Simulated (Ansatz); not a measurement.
Two isomers of C2H6FNSi: A = `C[Si]1(F)CN1`, B = `CN1C[SiH]1F`.

Computed with Ansatz on PBE0-D4/def2-TZVP structures; ΔE is electronic, products minus reactants. CCSD(T)/CBS adds triple-zeta CCSD(T) − MP2 to the extrapolated MP2 energy (def2 sets, frozen cores). Functionals use def2-TZVPP. B3LYP here is the variant with VWN-RPA as its local correlation; programs differ in this.

(1) Which isomer does CCSD(T)/CBS put lower? Give the gap. (Estimate.)

(2) Give E(B) − E(A) in kJ/mol with CCSD(T)/def2-TZVPP, B3LYP-D4, MP2/def2-TZVPP, B2PLYP, CCSD/def2-TZVPP, PBE-D4, ωB97M-V. (Best estimate.)

Largest T1 diagnostic: 0.012.

Results:

(1) Computed: A, by 77.6 kJ/mol.

(2) Computed: CCSD(T)/def2-TZVPP 75.3, B3LYP-D4 71.3, MP2/def2-TZVPP 75.9, B2PLYP 73.1, CCSD/def2-TZVPP 74.8, PBE-D4 72.8, ωB97M-V 78.4. None reverses the order clearly.

In def2-TZVPP, CCSD(T) changes the Hartree–Fock value by +6.4 kJ/mol (the triples alone add +0.4 kJ/mol) and MP2 by +7.1 kJ/mol.
